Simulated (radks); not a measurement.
Results of a calculation; reference values are marked as such.
All-electron atom: Sr I in [Kr] 5s1.5 5p0.5 (fractional occupations, a model configuration). Code: a radial shooting solver on a logarithmic mesh with Libxc functionals. Model: scalar-relativistic Kohn-Sham, PBE, spin-polarised, spherical densities, point nucleus; open shells are filled with parallel spins first (spin-orbit coupling, left out, can overturn this in heavy ions).

Normalised radial functions P(r) = r R(r), r in bohr:

r	4s up	4p up	5s up
0.002086	0.0491	0.0011	0.0142
0.003292	0.0725	0.0026	0.0210
0.005193	0.1039	0.0059	0.0300
0.00826	0.1426	0.0136	0.0412
0.01303	0.1787	0.0300	0.0517
0.02056	0.1910	0.0632	0.0552
0.03244	0.1405	0.1225	0.0406
0.05118	-0.0109	0.2071	-0.0032
0.08075	-0.2298	0.2742	-0.0665
0.1274	-0.3146	0.2099	-0.0906
0.2026	-0.0003	-0.0914	0.0012
0.3197	0.4667	-0.4173	0.1349
0.5044	0.2797	-0.2609	0.0708
0.7958	-0.5859	0.4254	-0.1799
1.256	-0.9798	0.8891	-0.1984
1.981	-0.5286	0.6436	0.1782
3.126	-0.1026	0.2015	0.5104
4.971	-0.0053	0.0233	0.4526
7.843	0.0000	0.0006	0.1543
12.37	0.0000	0.0000	0.0175
19.52	0.0000	0.0000	0.0004

4s up: eigenvalue -41.546 eV, 3 radial nodes at r = 0.0499, 0.203, 0.593 bohr, <r> = 1.36 bohr, 90 % of the charge inside 1.99 bohr. 4p up: eigenvalue -23.460 eV, 2 radial nodes at r = 0.181, 0.613 bohr, <r> = 1.57 bohr, 90 % of the charge inside 2.35 bohr. 5s up: eigenvalue -4.077 eV, 4 radial nodes at r = 0.0499, 0.202, 0.579, 1.65 bohr, <r> = 4.29 bohr, 90 % of the charge inside 6.32 bohr.
